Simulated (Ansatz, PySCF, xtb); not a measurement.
Reaction R1 + R2 → P1 + P2, each structure at its B3LYP-D3(BJ)/def2-TZVP stationary point, reached from a drawn start (curvature not checked).
R1, SiH4 (SMILES [SiH4]) (charge 0, multiplicity 1, Z-matrix in Å and degrees):
```
Si
H 1 1.4803
H 1 1.4803 2 109.47
H 1 1.4803 2 109.47 3 120.00
H 1 1.4803 2 109.47 4 120.00
```
P1, Si2H6 (SMILES [SiH3][SiH3]) (charge 0, multiplicity 1):
```xyz
8

Si    -1.1661     0.1185    -0.0175
Si     1.1661    -0.1185     0.0175
H     -1.7630    -0.8118    -1.0064
H     -1.5367     1.5059    -0.3883
H     -1.7339    -0.1825     1.3192
H      1.5367    -1.5059     0.3883
H      1.7630     0.8118     1.0064
H      1.7339     0.1825    -1.3192
```
R2: BrH3Si (SMILES [SiH3]Br), charge 0, multiplicity 1.
P2: HBr (SMILES Br), charge 0, multiplicity 1.

P less R. No zero-point or thermal terms; no spin–orbit coupling.

Frozen-core correlation throughout. In cc and def2 sets filled d and f shells under p-block atoms count as core. CBS(a, b) extrapolates the correlation energy as X⁻³ and adds the Hartree–Fock energy of set b.

The values were computed with Ansatz (a quantum-chemistry and plane-wave program); PySCF for the D3/D4 terms; xtb for the GFN methods. No computed number here is a measurement.

```tsv
level	reaction energy (kJ/mol)
GFN1-xTB	215.5
PBE-D3(BJ)/def2-TZVPP	73.2
revPBE-D3(BJ)/def2-TZVPP	73.6
B3LYP-D3(BJ)/def2-TZVPP	86.7
BHLYP-D4/def2-TZVPP	94.5
wB97M-V/def2-TZVPP	92.8
CCSD/def2-QZVPP	90.2
CCSD(T)/def2-TZVPP	[?]
CCSD(T)/CBS(def2-TZVPP, def2-QZVPP)	[?]
```

### Question
Complete the blanks.

### Answer

- CCSD(T)/def2-TZVPP, reaction energy (kJ/mol): 85.8
- CCSD(T)/CBS(def2-TZVPP, def2-QZVPP), reaction energy (kJ/mol): 89.9
